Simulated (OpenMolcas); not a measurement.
# Ionisation energies of platinum

* Program: OpenMolcas 26.06
* Basis: ANO-RCC-VQZP [9s8p6d4f2g1h]
* Scalar Hamiltonian: DKH2, point nucleus
* Spin-orbit coupling: state interaction with AMFI integrals over the reference wave functions, term energies averaged over their components

Active shells in each charge state: the valence d shell, with orbitals averaged over the low states. Where CASPT2's correlated closed shells are named, they are those of the first ion.

A. CASSCF
B. SS-CASPT2, IPEA 0.25 Eh, imaginary shift 0.1 Eh (closed shells correlated: 5s 5p)
C. SS-CASPT2, IPEA 0.25 Eh, imaginary shift 0.1 Eh (closed shells correlated: none)
D. SS-CASPT2, IPEA 0 Eh, imaginary shift 0.1 Eh (closed shells correlated: 5s 5p)
E. SS-CASPT2, IPEA 0.25 Eh, imaginary shift 0.1 Eh (closed shells correlated: 4f 5s 5p)

Energies in eV between the lowest computed levels, named as in B; reference values from the NIST Atomic Spectra Database with their kind.

```json
{"From": "Pt2+ 5d⁸ ³F₄", "To": "Pt3+ 5d⁷ ⁴F_9/2", "A": "29.191", "B": "30.812", "C": "30.770", "D": "30.771", "E": "30.959", "Spin-orbit share in B": "-0.070", "Reference": "29.000 (theoretical)"}
{"From": "Pt3+ 5d⁷ ⁴F_9/2", "To": "Pt4+ 5d⁶ ⁵D₄", "A": "42.973", "B": "44.406", "C": "44.317", "D": "44.423", "E": "44.582", "Spin-orbit share in B": "+0.259", "Reference": "43.000 (theoretical)"}
{"From": "Pt4+ 5d⁶ ⁵D₄", "To": "Pt5+ 5d⁵ ⁶S_5/2", "A": "56.631", "B": "58.099", "C": "57.950", "D": "58.080", "E": "58.305", "Spin-orbit share in B": "+0.661", "Reference": "56.000 (theoretical)"}
{"From": "Pt5+ 5d⁵ ⁶S_5/2", "To": "Pt6+ 5d⁴ ⁵D₀", "A": "75.292", "B": "76.109", "C": "75.876", "D": "76.172", "E": "76.386", "Spin-orbit share in B": "-1.145", "Reference": "75.000 (theoretical)"}
{"From": "Pt6+ 5d⁴ ⁵D₀", "To": "Pt7+ 5d³ ⁴F_3/2", "A": "91.004", "B": "91.849", "C": "91.511", "D": "91.893", "E": "92.151", "Spin-orbit share in B": "-0.488", "Reference": "91.000 (theoretical)"}
{"From": "Pt7+ 5d³ ⁴F_3/2", "To": "Pt8+ 5d² ³F₂", "A": "108.206", "B": "108.989", "C": "108.516", "D": "109.042", "E": "109.319", "Spin-orbit share in B": "-0.108", "Reference": "109.000 (theoretical)"}
```

The lowest level within the active space need not be the ion's true ground level.
